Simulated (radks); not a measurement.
The nuclear charge of the potassium ion K+ is varied continuously with 18 electrons held in [Ar]. Calculated with a radial shooting solver on a logarithmic mesh with Libxc functionals: scalar-relativistic Kohn-Sham, SCAN, spin-polarised, spherical densities, finite nucleus; meta-GGA in the generalised Kohn-Sham scheme; Fermi nuclear charge, rms radius 3.4349 fm. By the Hellmann-Feynman theorem dE/dZ = E(electron-nucleus)/Z, the electronic potential at the nucleus (averaged over a nucleus of fixed radius). The scalar-relativistic energy here is not variational (the density holds large components alone), so the two differ by a part that grows with Z.

Z	E (hartree)	E(electron-nucleus)/Z (hartree)	HOMO	e(HOMO) (eV)	<r> HOMO (bohr)
18.6	-572.51573	-73.1965	3p	-19.136	1.506
18.8	-587.26027	-74.2019	3p	-22.237	1.463
19	-602.20845	-75.2067	3p	-25.482	1.423
19.2	-617.35663	-76.2114	3p	-28.867	1.386
19.4	-632.70595	-77.2159	3p	-32.391	1.351
19.6	-648.25652	-78.2203	3p	-36.053	1.317
19.8	-664.00823	-79.2246	3p	-39.851	1.286
20	-679.96116	-80.2290	3p	-43.784	1.256

The central difference of E at Z = 19 is -75.241 hartree, to compare with the third column; the second derivative is -5 hartree.
